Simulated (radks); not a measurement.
Values are calculated unless marked as measured or tabulated.
Problem. Isoelectronic series with 9 electrons, each ion in its NIST ground configuration. Code: a radial shooting solver on a logarithmic mesh with Libxc functionals. Model: non-relativistic Kohn-Sham, LDA (Slater exchange, Perdew-Wang correlation), spin-unpolarised, spherical densities, point nucleus. Total energies (hartree) and orbital eigenvalues (hartree):

ion    configuration  E (hartree)         2p         2s         1s
F       [He] 2s2 2p5    -99.09669   -0.41545   -1.08668  -24.18931
Ne+     [He] 2s2 2p5   -127.39673   -1.19251   -2.02712  -31.13524
Mg3+    [He] 2s2 2p5   -195.29941   -3.53883   -4.70710  -48.08269
Al4+    [He] 2s2 2p5   -234.88910   -5.09639   -6.43297  -58.06981
Si5+    [He] 2s2 2p5   -278.23385   -6.90735   -8.41272  -69.06211
P6+     [He] 2s2 2p5   -325.33216   -8.97070  -10.64518  -81.05815
S7+     [He] 2s2 2p5   -376.18305  -11.28581  -13.12961  -94.05701
Cl8+    [He] 2s2 2p5   -430.78585  -13.85225  -15.86552  -108.0581
K10+    [He] 2s2 2p5   -551.24541  -19.73800  -22.09050  -139.0650
Ca11+   [He] 2s2 2p5   -617.10158  -23.05694  -25.57914  -156.0703
Sc12+   [He] 2s2 2p5   -686.70840  -26.62642  -29.31836  -174.0765
Ti13+   [He] 2s2 2p5   -760.06572  -30.44633  -33.30805  -193.0835
V14+    [He] 2s2 2p5   -837.17344  -34.51662  -37.54813  -213.0912
Cr15+   [He] 2s2 2p5   -918.03147  -38.83721  -42.03854  -234.0995
Mn16+   [He] 2s2 2p5  -1002.63973  -43.40807  -46.77922  -256.1082

Estimate the row of Ar9+ ([He] 2s2 2p5).

Solution. E (hartree) -489.14008; 2p -16.66972; 2s -18.85256; 1s -123.0608.
